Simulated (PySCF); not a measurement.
## Radial density of As (arsenic, neutral)

UHF, [Ar] 3d10 4s1 4p3 4d1, high-spin 6D determinant (an excited configuration). Computed with PySCF 2.14 in aug-cc-pVTZ-PP with one added diffuse shell each of s, d, f type with ECP10MDF (7s5p5d3f, 68 functions), with a scalar-relativistic core potential. This is the valence pseudo-density: the core potential removes the inner electrons and smooths the orbitals near the nucleus.

```tsv
r (bohr)	4πr²ρ (e/bohr)	4πr²(ρα − ρβ)
0.000991	2.831e-05	0.0000
0.00167	7.956e-05	0.0000
0.00280	0.0002208	0.0000
0.00471	0.0005937	0.0000
0.00793	0.001483	0.0001
0.0133	0.003289	0.0002
0.0224	0.006643	0.0004
0.0377	0.01380	0.0007
0.0635	0.06422	0.0007
0.107	0.5537	-0.0008
0.180	3.774	-0.0002
0.302	16.38	0.1410
0.508	30.80	0.2728
0.855	13.57	0.0762
1.44	3.172	1.8701
2.42	1.725	1.7021
4.07	0.3129	0.3129
6.84	0.1373	0.1373
11.5	0.02975	0.0298
```

Energies and moments cover only the electrons outside the core potential. The outer electron is Rydberg-like, and this basis confines it to a smaller radius and binds it less than a complete one would.
